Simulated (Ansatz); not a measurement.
Consider the formal exchange of groups at the Si–C bond: `B[SiH2]CF` + `[CH3][GeH3]` → `B[SiH2][CH2][GeH3]` + `CF`.

Program: Ansatz. Geometries: PBE0-D4/def2-TZVP. ΔE: electronic, gas phase. CCSD(T)/CBS adds triple-zeta CCSD(T) − MP2 to the extrapolated MP2 energy (def2 sets, frozen cores). This one scheme is used for every species. DFT in def2-TZVPP. B3LYP here is the variant with VWN-RPA as its local correlation; programs differ in this. For Ge outer-core shells are correlated without core-valence functions, which leaves a few kJ/mol of doubt a bond. Scalar relativity is left out up to krypton. Each species was taken in one conformer, which may not be the lowest.

Task: Is it downhill or uphill in electronic energy at CCSD(T)/CBS, and by how much? (Best estimate.)

Result: Ansatz gave: Downhill: ΔE = -0.26 eV.

Task: What do these levels give: PBE0, B3LYP, HF/def2-TZVPP, SCS-MP2/def2-TZVPP, MP2/CBS(def2), CCSD/CBS(def2)? (An estimate is asked.)

Result: The calculation gave: PBE0 -0.19, B3LYP -0.14, HF/def2-TZVPP -0.21, SCS-MP2/def2-TZVPP -0.26, MP2/CBS(def2) -0.29, CCSD/CBS(def2) -0.25 eV.

Largest T1 diagnostic among the species: 0.012.

From PBE to PBE0 (25 % exact exchange), in def2-TZVPP and without D4, ΔE moves by −0.04 eV. In def2-TZVPP, CCSD(T) changes the Hartree–Fock value by −0.04 eV (the triples alone add −0.01 eV) and MP2 by −0.08 eV.
